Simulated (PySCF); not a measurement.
A GIAO shielding run with PySCF (density fitting, non-relativistic, gas phase) on `S(C)C(F)(F)[Si@H]1C[SiH2][SiH2]1`, C3H10F2SSi3:

```
$ OMP_NUM_THREADS=1 python probes_run.py task.json out

{"job": {"kind": "nmr", "xc": "PBE0", "basis": "pcSseg-1"}, "charge": 0, "multiplicity": 1}
C      3.603214    -0.364296     0.516133
S      2.035717    -0.318133     1.435019
C      0.889208    -0.804271     0.115415
F      0.986808     0.090130    -0.922485
F      1.300827    -1.986958    -0.435132
Si    -0.958399    -0.925154     0.722237
C     -1.360880     0.828640     1.405540
Si    -2.254740     1.671876    -0.093651
Si    -2.302033    -0.442697    -1.137002
H      4.386843    -0.138496     1.231348
H      3.741528    -1.359207     0.102666
H      3.578551     0.384880    -0.270207
H     -0.865975    -2.003144     1.715175
H     -2.022773     0.767084     2.267837
H     -0.481601     1.369530     1.749707
H     -3.509058     2.313478     0.322645
H     -1.431510     2.734099    -0.678049
H     -3.583468    -1.164161    -1.133649
H     -1.762064    -0.643949    -2.485251
```

Hardware: 1 thread of an Arm Neoverse N1, shared host. The job also computes population analyses, field gradients, ring-centre shieldings.

(1) How large is the calculation?

(2) How long does it take, and how much memory does it need?

Answers

(1) 104 electrons, 231 basis functions and 1295 auxiliary functions.

(2) 86 s of wall time, with 13 SCF cycles and 5 response iterations; peak memory 1.1 GiB. Times on a shared host scatter by some tens of per cent.
